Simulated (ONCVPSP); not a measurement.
## Pseudopotential generation for holmium (Ho): ONCV, PBEsol, scalar-relativistic.

| Item | Value |
| --- | --- |
| Element | Ho |
| Generator | ONCVPSP 4.0.1 |
| Type | optimised norm-conserving Vanderbilt (ONCV) |
| Functional | PBEsol |
| Relativity | scalar-relativistic |
| Frozen core | [Kr] 4d10 |
| Valence charge | 21 |
| Reference configuration | 4f11 5s2 5p6 5d1 6s1 |
| Partial waves | 5s+6s: rc 1.65 bohr, ncon 3, nbas 6, qcut 6.1 1/bohr, 2 projectors; 5p: rc 2.35 bohr, ncon 4, nbas 8, qcut 6.7 1/bohr, 3 projectors, debl 3.6 Ha; 5d: rc 3.65 bohr, ncon 5, nbas 10, qcut 4.3 1/bohr, 2 projectors, debl 2.1 Ha; 4f: rc 0.90 bohr, ncon 5, nbas 9, qcut 22.9 1/bohr, local |
| Local potential | the f channel |
| Core correction | Teter function, fcfact 4.25, rcfact 1 |

All-electron outer shells of the reference configuration (PBEsol, scalar-relativistic, ld1.x):

```tsv
shell	level (eV)	outermost node (bohr)	outermost maximum (bohr)
4d	-158.44	0.25	0.53
5s	-49.73	0.61	1.13
5p	-25.27	0.66	1.29
6s	-3.66	1.55	3.47
4f	-2.58	–	0.53
5d	-0.83	0.75	2.19
```

Question: Estimate the cutoffs (Ha) at which the residual kinetic energy of the hardest occupied pseudo-wave falls to 1 and 0.1 mHa per electron.

Answer: 199 Ha and 488 Ha.

Question: Does the potential have ghost states?

Answer: Ghosts flagged at negative energy: s at -1222.1 eV, s at -8.2 eV, p at -401.2 eV, d at -327.0 eV; no localised positive-energy state flagged. A true bound ghost makes a file unfit for plane-wave use.

Question: Which valence shell sets the plane-wave cutoff?

Answer: 4f: 199 Ha for 1 mHa per electron, against 15 Ha for 5s.

4 of 4 tests not solved or not reliable. Not counted: 4f11 5s2 5p6 5d0 6s2 (all-electron energy unsafe for a near-neutral lanthanide with less than one 5d electron, printed error +14 meV); 4f11 5s2 5p6 5d0 6s1 (all-electron energy unsafe for a near-neutral lanthanide with less than one 5d electron, printed error +19 meV).
